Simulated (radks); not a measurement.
Initial-state core-level shifts of neutral osmium when its valence configuration changes from [Xe] 4f14 5d6 6s2. All-electron calculation, scalar-relativistic Kohn-Sham, PBE, spin-polarised, spherical densities, finite nucleus; open shells are filled with parallel spins first (spin-orbit coupling, left out, can overturn this in heavy ions); Fermi nuclear charge, rms radius 5.4126 fm. Program: a radial shooting solver on a logarithmic mesh with Libxc functionals. Shifts are changes of the shell-averaged eigenvalues in eV (positive: less bound); the change of the density at the nucleus, which sets a Mossbauer isomer shift, is in e/bohr^3, on a base of 1.789e+06.

4f14 5d6 6p2: 1s -3.070; 3p -3.040; 4d -3.046; 5s -3.056; density at nucleus -196.6
4f14 5d6.5 6p1.5: 1s -1.193; 3p -1.124; 4d -1.127; 5s -1.193; density at nucleus -200.4
4f14 5d7 6p1: 1s +0.624; 3p +0.729; 4d +0.730; 5s +0.625; density at nucleus -203.3
4f14 5d6.5 6s1.5: 1s +1.204; 3p +1.244; 4d +1.246; 5s +1.200; density at nucleus -54.4
4f13.5 5d6 6s2 6p0.5: 1s -7.544; 3p -8.855; 4d -7.649; 5s -4.240; density at nucleus +75.0
4f14 5d5 6p3: 1s -6.991; 3p -7.048; 4d -7.054; 5s -6.886; density at nucleus -186.4
4f14 5d7 6s1: 1s +2.338; 3p +2.416; 4d +2.421; 5s +2.338; density at nucleus -105.4
4f13 5d7 6s1 6p1: 1s -12.362; 3p -14.949; 4d -12.450; 5s -5.677; density at nucleus +20.2
4f13 5d6 6s2 6p1: 1s -15.344; 3p -18.020; 4d -15.505; 5s -8.554; density at nucleus +152.9
